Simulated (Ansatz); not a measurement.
Consider the formal exchange of groups at a C–C bond: `CCO[SiH2]N` + `CCCC(C)CC` → `CC[C@@H](C)[C@H](C)CC` + `CO[SiH2]N`.

Program: Ansatz. Geometries: PBE0-D4/def2-TZVP. ΔE: electronic, gas phase. CBS: MP2 limit from def2 TZ/QZ plus the TZ coupled-cluster correction, frozen cores. This one scheme is used for every species. DFT in def2-TZVPP. B3LYP here is the variant with VWN-RPA as its local correlation; programs differ in this. Each species was taken in one conformer, which may not be the lowest.

```csv
level,ΔE (kJ/mol),difference from CCSD(T)/CBS
PBE-D4,16.6,2.9
r2SCAN-D4,17.1,3.4
B3LYP-D4,16.7,3.0
ωB97X-V,15.3,1.6
ωB97M-V,14.2,0.5
PBE,23.4,9.7
PBE0,22.5,8.8
B3LYP,27.1,13.4
HF/def2-TZVPP,30.8,17.1
CCSD/def2-TZVPP,15.4,1.7
CCSD(T)/def2-TZVPP,12.9,-0.8
HF/def2-QZVPP,30.9,17.2
MP2/def2-QZVPP,10.8,-2.9
SCS-MP2/def2-QZVPP,14.5,0.8
HF/CBS(def2),30.9,17.2
MP2/CBS(def2),11.1,-2.6
CCSD(T)/CBS,13.7,0
```

Largest T1 diagnostic among the species: 0.011.

The D4 term adds −10.4 kJ/mol with B3LYP and −6.1 kJ/mol with PBE0; it sums over pairs of atoms, weighted by their polarisabilities, and B3LYP, whose exchange is more repulsive, gets the larger term. In def2-TZVPP, CCSD(T) changes the Hartree–Fock value by −17.8 kJ/mol (the triples alone add −2.5 kJ/mol) and MP2 by −20.4 kJ/mol.
